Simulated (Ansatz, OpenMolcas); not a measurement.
# AlGeH4Cl (SMILES [Cl][AlH][GeH3]): methods side by side

AlGeH4Cl has 7 atoms, charge 0, and is taken as a singlet. As SMILES, `[Cl][AlH][GeH3]`. The coordinates come from a PBE0-D4/def2-TZVP relaxation.

Each level gives the HOMO–LUMO gap (eV). The values are calculated.

```csv
level,kind,program,value (eV)
BLYP/def2-SVP,GGA,Ansatz,3.98
PBE/def2-SVP,GGA,Ansatz,3.99
M06-L/def2-SVP,meta-GGA,OpenMolcas,4.65
r2SCAN/def2-SVP,meta-GGA,Ansatz,4.51
BHLYP/def2-SVP,global hybrid,OpenMolcas,7.63
M06-2X/def2-SVP,hybrid meta-GGA,OpenMolcas,7.47
CAM-B3LYP/def2-SVP,range-separated hybrid,Ansatz,8.06
PBE-QIDH/def2-SVP,double hybrid,Ansatz,9.08
```

All-electron rows without a relativistic Hamiltonian named are non-relativistic. The values span 3.98 to 9.08 eV. Orbital gaps aren't excitation energies, and those of double hybrids come from the SCF part alone; they tend to grow with the share of exact exchange.
